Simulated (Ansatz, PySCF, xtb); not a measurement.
Energy difference R1 + R2 → P1 + P2, each structure at its B3LYP-D3(BJ)/def2-TZVP stationary point, reached from a drawn start (curvature not checked).
R1: C2H6Zn (SMILES [CH3][Zn][CH3]), charge 0, multiplicity 1.
P1, CH4 (SMILES C) (charge 0, multiplicity 1):
| atom | x (Å) | y (Å) | z (Å) |
|---|---|---|---|
| C | 0.0000 | 0.0000 | 0.0000 |
| H | -0.7115 | -0.2840 | -0.7743 |
| H | 0.1159 | 1.0830 | 0.0070 |
| H | -0.3673 | -0.3321 | 0.9701 |
| H | 0.9629 | -0.4669 | -0.2029 |
R2, HCl (SMILES Cl) (charge 0, multiplicity 1, Z-matrix in Å and degrees):
```
Cl
H 1 1.2820
```
P2: CH3ClZn (SMILES [CH3][Zn][Cl]), charge 0, multiplicity 1.

P less R. No zero-point or thermal terms; no spin–orbit coupling.

Correlated levels freeze the cores. CBS: X⁻³ extrapolation of the correlation energy, Hartree–Fock from the larger set.

Run with Ansatz (a first-principles code) with Gaussian orbitals; PySCF for the D3/D4 terms; xtb for the GFN methods. No computed number here is a measurement.

```csv
level,reaction energy (kJ/mol)
GFN1-xTB,-230.2
PBE-D3(BJ)/def2-TZVPP,-160.3
BLYP-D3(BJ)/def2-TZVPP,-164.7
BLYP-D4/def2-TZVPP,-164.5
B3LYP/def2-TZVPP,-172.1
BHLYP-D3(BJ)/def2-TZVPP,-182.6
"MP2/CBS(def2-TZVPP, def2-QZVPP)",-170.0
SCS-MP2/def2-SVP,-167.0
"CCSD(T)/CBS(def2-TZVPP, def2-QZVPP)",___
```

Task: Fill in the missing entries.

Result: 
- CCSD(T)/CBS(def2-TZVPP, def2-QZVPP), reaction energy (kJ/mol): -173.2
